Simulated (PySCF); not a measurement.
A side-by-side comparison of computed properties.

First species: 3-chloro-1,2-benzisothiazole, C7H4ClNS.
Cartesian coordinates in Å at the GFN2-xTB level; atoms count from 1:
```
atom  x, y, z in Å
Cl1    3.1321   -1.6911    0.2077
C2     2.1989   -0.3017   -0.1031
N3     2.7764    0.8017   -0.4618
S4     1.6974    2.0125   -0.7107
C5     0.3224    1.0207   -0.3163
C6    -1.0292    1.3383   -0.2913
C7    -1.9174    0.3459    0.0636
C8    -1.4789   -0.9420    0.3890
C9    -0.1421   -1.2638    0.3659
C10    0.7742   -0.2734    0.0095
H11   -1.3641    2.3320   -0.5429
H12   -2.9742    0.5644    0.0918
H13   -2.2062   -1.6913    0.6620
H14    0.2097   -2.2528    0.6145
```

Second species: C7H14O3.
InChI=1S/C7H14O3/c1-7(2,3)5-10-6(8)9-4/h5H2,1-4H3

Levels: PBE0/pcSseg-1 for dipole moment, HOMO energy, LUMO energy and HOMO–LUMO gap; GFN2-xTB for rotational constant A and rotational constant C. Geometries: GFN2-xTB. Each structure is a single optimised conformer of the isolated species, non-relativistic unless stated; the electronic structure was computed with PySCF and density fitting.

The conformers computed, where there is a choice (atom-mapped SMILES and torsion angles):
- `[CH3:1][O:2][C:3](=[O:4])[O:5][CH2:6][C:7]([CH3:8])([CH3:9])[CH3:10]`: C1–O2–C3–O4 1°, O2–C3–O5–C6 178°, C3–O5–C6–C7 -106°, O5–C6–C7–C8 60°

```csv
property,column X,column Y
dipole moment,0.44 D,3.53 D
HOMO energy,-8.35 eV,-6.92 eV
LUMO energy,1.24 eV,-1.65 eV
HOMO–LUMO gap,9.59 eV,5.27 eV
rotational constant A,2.954 GHz,1.586 GHz
rotational constant C,0.652 GHz,0.589 GHz
```

(1) Which column belongs to which species?

(2) How does each property change from the first species to the second?

Results:

(1) Column X is the second species and column Y the first. The first has 14 atoms and 86 electrons, the second 24 and 80.

(2) dipole moment -3.09 D; HOMO energy -1.43 eV; LUMO energy +2.89 eV; HOMO–LUMO gap +4.32 eV; rotational constant A +1.368 GHz; rotational constant C +0.063 GHz.

On the first: The dipole equals about 11.8 × 10⁻³⁰ C·m (1 D = 3.33564 × 10⁻³⁰ C·m).

On the second: The dipole matches unit charges of opposite sign 0.09 Å apart (1 e·Å = 4.8032 D).
